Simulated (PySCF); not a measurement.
Sn(H)2(Br)(OMe) (CH₅BrOSn), SMILES C[O][SnH2][Br].

The structure is a stationary point at B3LYP-D3(BJ)/def2-SVP. The structure was generated by enumeration; whether it is a known compound was not checked. The def2 effective core potentials stand for the cores of Sn; spin–orbit coupling is left out. Other conformers were not sampled.

Calculation: PBE/def2-TZVP run with PySCF.

### Question
Estimate the frontier levels, gap, dipole moment and polarisability. (An estimate is asked for; the answer gives what the named calculation found.)

### Answer

highest occupied level: -6.36 eV
lowest empty level: -2.22 eV
orbital gap: 4.14 eV
dipole moment: 1.76 D
quadrupole, principal values (traceless, Buckingham form, about the centre of nuclear charge): -6.32, 0.18, 6.14 D·Å
mean static polarisability: 78.3 bohr³ (11.61 Å³)
polarisability, principal values: 65.8, 79.1, 90.2 bohr³
